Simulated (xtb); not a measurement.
HIOZn, SMILES [OH][Zn][I]. All values are semi-empirical tight-binding results from xtb (GFN2-xTB unless named), good for trends rather than for accurate numbers. The structure is a stationary point at GFN2-xTB. Other conformers were not sampled.

For metal compounds this method's bond lengths and energies can be far off.

Question: Estimate the properties. (Estimate from the structure and the level; the computed values follow.)

Answer: 
| Quantity | Result |
|---|---|
| point group as xtb finds it | Cs |
| orbital gap | 4.20 eV |
| zero-point energy | 7.9 kcal/mol |
| G − E(el) at 298.15 K (modified RRHO) | -11.1 kcal/mol |
